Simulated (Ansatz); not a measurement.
```xyz
2

Al    0.0000    0.0000   -0.1286
H     0.0000    0.0000    1.6724
```

Basis set: cc-pVTZ (spherical functions). Frozen core: 5 orbitals. Charge 0, multiplicity 1.

Computed with Ansatz (development build ahead of 0.2.0); each method stands on the lowest determinant of its kind that the runs found. Restricted open shells among the atoms or ions are ROHF, correlated in semicanonical orbitals with singles.

The atomization energy at this shape (free ground-state atoms in the same class of orbitals less the molecule, no zero-point energy) of singlet AlH:

```
 method  atomization energy
RHF-MP2      66.09 kcal/mol
```

(1) What does RHF give?

Results:

(1) 52.27 kcal/mol.
